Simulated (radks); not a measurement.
Results of a calculation; reference values are marked as such.
Task: Species: neutral ruthenium. Configuration: [Kr] 4d7 5s1. Code: a radial shooting solver on a logarithmic mesh with Libxc functionals. Model: Dirac Kohn-Sham, BLYP, spin-unpolarised, spherical densities, point nucleus; open shells are shared between the two j in proportion to 2j + 1. Some entries of the table are withheld. Estimate them.

orbital  occ.  eigenvalue (hartree)  <r> (bohr)
1s1/2       2             -805.9159     0.03343
2s1/2       2             -115.8467      0.1453
2p1/2       2             -107.0552         (1)
2p3/2       4             -102.2410         (2)
3s1/2       2             -20.38915      0.4026
3p1/2       2             -16.97919      0.3957
3p3/2       4             -16.16251      0.4064
3d3/2       4             -10.12341      0.3822
3d5/2       6              -9.96428      0.3857
4s1/2       2              -2.80172       1.018
4p1/2       2                   (3)       1.106
4p3/2       4                   (4)       1.138
4d3/2     2.8                   (5)       1.692
4d5/2     4.2                   (6)       1.721
5s1/2       1              -0.15588       3.390

Result: 
(1) 2p1/2 <r> (bohr): 0.1236
(2) 2p3/2 <r> (bohr): 0.1284
(3) 4p1/2 eigenvalue (hartree): -1.78637
(4) 4p3/2 eigenvalue (hartree): -1.66122
(5) 4d3/2 eigenvalue (hartree): -0.19419
(6) 4d5/2 eigenvalue (hartree): -0.18235
